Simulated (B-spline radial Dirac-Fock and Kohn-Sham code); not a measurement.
# Kohn-Sham estimates against Dirac-Fock for the levels of Ta

System: neutral tantalum in the configuration [Xe] 4f14 5d2 6s2 6p1 (an excited configuration).

The density-functional columns are spherical, spin-unpolarised Dirac-Kohn-Sham results without Breit or QED terms: −ε is minus the orbital energy of the initial state and ΔSCF the difference of two total energies. The reference in the last column comes from Dirac-Fock (average of configuration) total-energy differences with a finite nucleus, the Breit interaction including its frequency dependence, and self-energy and vacuum-polarisation corrections. All numbers are from a radial atomic solver, in eV; a selection of levels is shown. The Kohn-Sham columns are given as differences from the reference. For the 1s level of heavy atoms much of the gap between ΔSCF and the reference is the Breit and QED part, -333.6 eV here; for other levels the error of the functional can be larger.

| level | LDA −ε − DF | LDA ΔSCF − DF | Dirac-Fock |
| --- | --- | --- | --- |
| 1s | -220.6 | +321.6 | 67421.2 |
| 2s | -155.9 | -58.6 | 11699.1 |
| 2p1/2 | -109.5 | +16.3 | 11147.7 |
| 2p3/2 | -122.4 | -14.1 | 9891.8 |
| 3s | -79.3 | -52.8 | 2725.9 |
| 3p1/2 | -62.0 | -33.3 | 2483.0 |
| 3p3/2 | -61.2 | -35.3 | 2209.1 |
| 3d3/2 | -39.8 | -8.2 | 1804.5 |
| 3d5/2 | -40.9 | -10.3 | 1746.1 |
| 4s | -41.3 | -29.8 | 583.1 |
| 4p1/2 | -33.7 | -22.3 | 482.5 |
| 4p3/2 | -33.9 | -22.9 | 419.6 |
| 4d3/2 | -22.0 | -11.3 | 254.2 |
| 4d5/2 | -22.1 | -11.5 | 242.7 |
| 4f5/2 | -6.0 | +3.5 | 35.72 |
| 4f7/2 | -6.1 | +3.3 | 33.84 |
| 5s | -10.6 | -3.9 | 87.22 |
| 5p1/2 | -5.6 | +0.6 | 55.08 |
| 5p3/2 | -5.6 | +0.2 | 46.21 |
| 5d | -3.2 | +1.1 | 9.60 |
| 6s | -1.3 | +1.8 | 8.47 |
| 6p | -1.9 | +0.5 | 4.38 |

Values without a named source are computed, but for edge energies of neutral atoms, which are taken from tables.
